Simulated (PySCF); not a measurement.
**Selenium: a sound run and one with changed settings**

Sound run: Se+ [Ar] 3d10 4s2 4p3, Se(2+) [Ar] 3d10 4s2 4p2. Computed with PySCF 2.14 in 6-31G* (5s4p3d, 32 functions), with the non-relativistic Hamiltonian (point nucleus). In the sound run the correlated levels freeze [Ar] 3d10. The sound run starts from symmetry-adapted Hartree-Fock orbitals and uses a fine grid where one is needed.

Changed run: the spin-free X2C one-electron Hamiltonian (Gaussian nucleus). This setting is unsound on purpose.

```
species   method  sound run (hartree)  changed run (hartree)  converged
    Se+      UHF          -2399.21035            -2421.14499        yes
    Se+   M06-2X          -2400.87026            -2422.80442        yes
    Se+    M06-L          -2400.76023            -2422.69533        yes
    Se+      MP2          -2399.26649            -2421.20079        yes
    Se+  CCSD(T)          -2399.28212            -2421.21613        yes
 Se(2+)      UHF          -2398.44268            -2420.37336        yes
 Se(2+)   M06-2X          -2400.08570            -2422.01610        yes
 Se(2+)    M06-L          -2399.98411            -2421.91509        yes
 Se(2+)      MP2          -2398.48662            -2420.41701        yes
 Se(2+)  CCSD(T)          -2398.50440            -2420.43438        yes
```

Ionisation energy of Se+:

```json
{"method": "UHF", "sound run (eV)": "20.889", "changed run (eV)": "20.997"}
{"method": "M06-2X", "sound run (eV)": "21.349", "changed run (eV)": "21.451"}
{"method": "M06-L", "sound run (eV)": "21.119", "changed run (eV)": "21.231"}
{"method": "MP2", "sound run (eV)": "21.221", "changed run (eV)": "21.328"}
{"method": "SCS-MP2", "sound run (eV)": "21.103", "changed run (eV)": "21.210"}
{"method": "CCSD", "sound run (eV)": "21.160", "changed run (eV)": "21.270"}
{"method": "CCSD(T)", "sound run (eV)": "21.163", "changed run (eV)": "21.272"}
```

Most of the change in total energy is the relativistic energy itself. On top of that the contraction fixes the core shape for the Hamiltonian it was made with, so the changed run is not a good calculation with the other Hamiltonian either.

For comparison, NIST gives 21.196 ± 0.01 eV between the lowest levels.
